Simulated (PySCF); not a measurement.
Species: C₆H₈F₂O.
Numbering: `[CH2:1]=[CH:2]/[CH:3]=[CH:4]/[CH2:5][O:6][CH:7]([F:8])[F:9]` (hydrogens: H10, H11 on C1; H12 on C2; H13 on C3; H14 on C4; H15, H16 on C5; H17 on C7)

Vertical excitations from PySCF (density fitting, frozen core in the response, grid level 2 and gas phase unless stated; continuum runs use non-equilibrium linear response for the excitations) on a GFN2-xTB geometry. Reference run:

```tsv
settings	S1, eV (f)	S2, eV (f)	S3, eV (f)	S4, eV (f)	S5, eV (f)	S6, eV (f)	T1, eV (Tamm–Dancoff)	mean α (au)
PBE0/def2-SVPD, full TDDFT, 6 singlets	5.74 (0.805)	6.44 (0.001)	6.91 (0.005)	6.97 (0.001)	7.02 (0.001)	7.30 (0.004)	3.16	86.2
```

Problem. What do these settings give: (1) B3LYP/3-21G, full TDDFT, 1 singlet; (2) revPBE/def2-SVPD, full TDDFT, 3 singlets?

Solution. 
```csv
settings,"S1, eV (f)","S2, eV (f)","S3, eV (f)","S4, eV (f)","S5, eV (f)","S6, eV (f)","T1, eV (Tamm–Dancoff)",mean α (au)
"B3LYP/3-21G, full TDDFT, 1 singlet",5.98 (0.499),–,–,–,–,–,3.30,65.0
"revPBE/def2-SVPD, full TDDFT, 3 singlets",5.15 (0.033),5.46 (0.664),6.07 (0.032),–,–,–,–,89.5
```

(1) S1 moves by +0.24 eV; functional and basis change together, so the shift can't be laid on one. (2) S1 moves by -0.59 eV (revPBE has no exact exchange, PBE0 25 % exact exchange). States are counted by energy in each run and needn't keep their character from row to row.

Problem. Give the leading configurations of S1 (H = HOMO, L = LUMO) and the HOMO–LUMO gap of each run.

Solution. 
```tsv
settings	S1 configurations (weight)	S1 (eV)	orbital gap (eV)	S1 − gap (eV)
PBE0/def2-SVPD, full TDDFT, 6 singlets	H→L 0.97	5.74	5.87	-0.13
B3LYP/3-21G, full TDDFT, 1 singlet	H→L 0.61, H−1→L 0.36	5.98	5.63	+0.35
revPBE/def2-SVPD, full TDDFT, 3 singlets	H−1→L 0.95	5.15	3.96	+1.19
```

Shape of the structure used: `[CH2:1]=[CH:2]/[CH:3]=[CH:4]/[CH2:5][O:6][CH:7]([F:8])[F:9]`: C1–C2–C3–C4 -179°, C3–C4–C5–O6 -124°, C4–C5–O6–C7 67°, C5–O6–C7–F8 78°.

One conformer stands for the species.
